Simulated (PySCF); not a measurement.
**SnPb: one state, many levels of theory**

State: ³Σ⁻ (triplet), unpaired electrons π ↑↑. Set-up: basis Sn cc-pVDZ-PP with ECP28, Pb cc-pVDZ-PP with ECP60; scalar-relativistic core potentials; PySCF 2.14. De refers to Sn + Pb in their high-spin ground configurations, without counterpoise correction. The functionals are run spin-unrestricted. A positive dipole means Sn(−)Pb(+).

| Level | Re (Å) | ωe (cm⁻¹) | De (eV) | μ (D) | CPU s a point (SCF and correlation, without the integrals) |
| --- | --- | --- | --- | --- | --- |
| UHF | 2.795 | 185 | 0.63 | 0.79 | 0.09 |
| UHF-MP2 | 2.850 | 163 | 1.82 | n/a | 0.14 |
| UHF-SCS-MP2 | 2.841 | 167 | 1.59 | n/a | n/a |
| UHF-CCSD | 2.850 | 167 | 1.67 | n/a | n/a |
| UHF-CCSD(T) | 2.868 | 160 | 1.82 | n/a | 2.9 |
| PBE | 2.877 | 156 | 2.52 | 0.57 | 0.38 |
| PBEsol | 2.846 | 161 | 2.72 | 0.54 | 0.29 |
| TPSS | 2.862 | 159 | 2.44 | 0.70 | 0.73 |
| r²SCAN | 2.842 | 164 | 2.29 | 0.65 | 0.52 |
| PBE0 | 2.828 | 169 | 2.25 | 0.65 | 0.69 |
| B97-3 | 2.857 | 164 | 2.22 | 0.68 | 0.33 |
| CAM-B3LYP | 2.802 | 176 | 2.04 | 0.53 | 0.76 |

Which functional lies closest to UHF-CCSD(T) in De, which farthest, and by how much do they differ from it?

Closest is CAM-B3LYP (-6.6 pm in Re, +10.0 % in ωe, +0.22 eV in De against UHF-CCSD(T) in the same basis), farthest PBEsol (-2.2 pm in Re, +0.6 % in ωe, +0.90 eV in De). CCSD(T) converges more slowly with the basis than the functionals do and binds too weakly in this one, so the order can change at the basis-set limit.

What does the step from GGA to meta-GGA do here, going from PBE to r²SCAN?

r²SCAN less PBE: -3.5 pm in Re, +5.1 % in ωe, -0.23 eV in De. 

What does the triples do here, going from UHF-CCSD to UHF-CCSD(T)?

UHF-CCSD(T) less UHF-CCSD: +1.8 pm in Re, -4.2 % in ωe, +0.15 eV in De. Correlation nearly always deepens the well. The bond lengthens, as in strong covalent bonds, where excitations into antibonding orbitals dominate.

Correlated steps freeze 8 core orbitals. Correlated levels converge slowly with the basis: in double zeta they bind strong bonds too weakly, by up to about 1 eV, and carry superposition errors of some tenths. These are scalar-relativistic numbers at best; spin–orbit coupling would shift them, the dissociation energy most. The state was picked by a PBE0 search and need not be the measured ground state.

The whole job (state search and all levels along the bond) took about 1.7 min on 1 thread of Intel Xeon 6975P-C (shared host), peak memory 0.53 GiB.
